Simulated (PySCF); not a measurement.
A GIAO shielding run with PySCF 2.14 (density fitting, non-relativistic, gas phase) on cyclohexanone, C6H10O:

```
$ OMP_NUM_THREADS=2 python probes_run.py task.json out

{"job": {"kind": "nmr", "xc": "PBE0", "basis": "pcSseg-2"}, "charge": 0, "multiplicity": 1}
O      2.608694     0.486606    -0.487266
C      1.509076     0.296937    -0.028746
C      0.521711     1.415719     0.200879
C     -0.849454     1.089325    -0.392042
C     -1.355916    -0.263745     0.084082
C     -0.361270    -1.365614    -0.247831
C      1.015001    -1.077397     0.352773
H      0.420245     1.541551     1.286838
H      0.939530     2.338202    -0.204212
H     -1.558457     1.880714    -0.135178
H     -0.773165     1.081699    -1.485275
H     -2.325275    -0.483367    -0.371772
H     -1.518763    -0.232351     1.168561
H     -0.722111    -2.334480     0.107075
H     -0.265169    -1.448368    -1.336494
H      1.761231    -1.813397     0.051478
H      0.939256    -1.103481     1.447804
```

Hardware: 2 threads of an Intel Xeon, shared host. The job also computes population analyses, field gradients, ring-centre shieldings.

(1) How large is the calculation?

(2) How long does it take, and how much memory does it need?

(3) And these other runs on the same molecule and hardware: GIAO shielding at B97-2/pcSseg-2; GIAO shielding at KT3/pcSseg-2; GIAO shielding at wB97X-D/pcSseg-2?

## Answers

(1) 54 electrons, 392 basis functions and 1007 auxiliary functions.

(2) 2.4 min of wall time, with 14 SCF cycles and 5 response iterations; peak memory 2.3 GiB. Times on a shared host scatter by some tens of per cent.

(3) B97-2/pcSseg-2: 392 functions, 2.4 min; KT3/pcSseg-2: 392 functions, 3.1 min; wB97X-D/pcSseg-2: 392 functions, 3.3 min.
